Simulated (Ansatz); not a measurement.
# Which is lower?

The two ends of one reaction step of BH$_{3}$OF$_{4}$, closed shell (PBE0-D4/def2-TZVP).

A:

B1  (-0.324, -0.939, 0.301)
O2  (0.869, -0.178, -0.560)
F3  (-0.871, -1.765, -0.619)
F4  (0.301, -1.509, 1.340)
H5  (-0.553, 1.647, 0.560)
F6  (-1.166, 0.109, 0.676)
H7  (0.854, 0.796, -0.416)
F8  (0.133, 2.201, 0.219)
H9  (0.757, -0.362, -1.501)
(Å)

B:

| atom | x (Å) | y (Å) | z (Å) |
| --- | --- | --- | --- |
| B1 | 0.0844 | -1.2032 | 0.0768 |
| O2 | 0.8047 | -0.3397 | -0.7099 |
| F3 | -0.7856 | -2.0340 | -0.4574 |
| F4 | 0.3851 | -1.2733 | 1.3503 |
| H5 | -0.9461 | 1.3509 | 0.6002 |
| F6 | -1.5758 | 0.6568 | 0.5438 |
| H7 | 0.8942 | 1.2003 | -0.0858 |
| F8 | 0.6027 | 2.0097 | 0.3150 |
| H9 | 0.5365 | -0.3675 | -1.6333 |

Program: Ansatz 0.2.0. Basis: def2-TZVPP. Cores are frozen in the correlated methods. B3LYP uses VWN-RPA correlation.

Which structure is lower at CCSD(T), and by how much? (To be estimated.)

The calculation gives: A, by 0.375 eV (electronic energy, against the other). By their contacts, A is a complex of BH₂OF₃ ([OH2][B]([F])([F])[F]) + HF and B is a complex of BHOF₂ ([OH][B]([F])[F]) + HF + HF.

All methods give the same order:

| method | E(B) − E(A) (eV) |
| --- | --- |
| SPW92 | 0.556 |
| PBE-D4 | 0.315 |
| BLYP-D4 | 0.222 |
| r2SCAN-D4 | 0.395 |
| B97M-V | 0.366 |
| PBE0-D4 | 0.373 |
| B3LYP-D4 | 0.290 |
| r2SCAN0-D4 | 0.425 |
| BHLYP-D4 | 0.357 |
| CAM-B3LYP-D4 | 0.370 |
| wB97X-V | 0.381 |
| wB97M-V | 0.382 |
| B2PLYP | 0.324 |
| PBE-QIDH | 0.411 |
| RPA on PBE | 0.369 |
| HF | 0.274 |
| MP2 | 0.356 |
| CCSD | 0.366 |
| CCSD(T) | 0.375 |

T1 diagnostic: at most 0.012.

Labels in which every atom is bracketed show which atoms are joined, not bond orders.

For scale, one of the runs: CCSD(T)/def2-TZVPP, 228 basis functions, launched by `ansatz run in.yaml --threads 8 --pin off --events-out ev --progress --plain --max-ram 19148MiB`. Time: 26 s of wall clock on 8 CPU threads of an Intel Xeon 6975P-C; the host was shared. Peak host memory: 5.1 GiB.
